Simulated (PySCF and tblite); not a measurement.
Values are calculated unless marked as measured or tabulated.
System: B2BrCl2H2N, numbered as in [Cl:1][BH:2][NH:3][B:4]([Cl:5])[Br:6].

For the rotation about the B4–N3 bond (torsion Cl5–B4–N3–B2 from 0° to 180°, rising): electronic barrier 13.17 kcal/mol, zero-point change -0.81 kcal/mol, thermal and entropy terms at 200 K a further 0.19 kcal/mol (symmetry numbers apart). The minimum is Cs, the saddle C1. Geometries: B3LYP-D3(BJ)/def2-SVP; energies: PBE0/pcSseg-1 + D3(BJ); zero-point and thermal terms from GFN2-xTB harmonic modes (soft modes blended into free rotors). Rates follow Eyring's equation with the number of equivalent paths and no tunnelling. Programs: tblite and PySCF.

(1) How many equivalent paths lead out of the minimum?

(2) Work out the rate at 200 K.

Spin–orbit effects of heavy atoms on shieldings are missing.

Answers

(1) 2: the symmetry number of the minimum is 1, that of the saddle displaced along its mode 1, and the displaced saddle is chiral while the minimum is not, which doubles the count.

(2) ΔG‡ = 12.55 kcal/mol; k_B T/h = 4.2×10¹² s⁻¹; exp(−ΔG‡/RT) = 1.9×10⁻¹⁴; times 2 gives k = 0.16 s⁻¹. Wigner's tunnelling factor for the 198i cm⁻¹ mode would be 1.08.
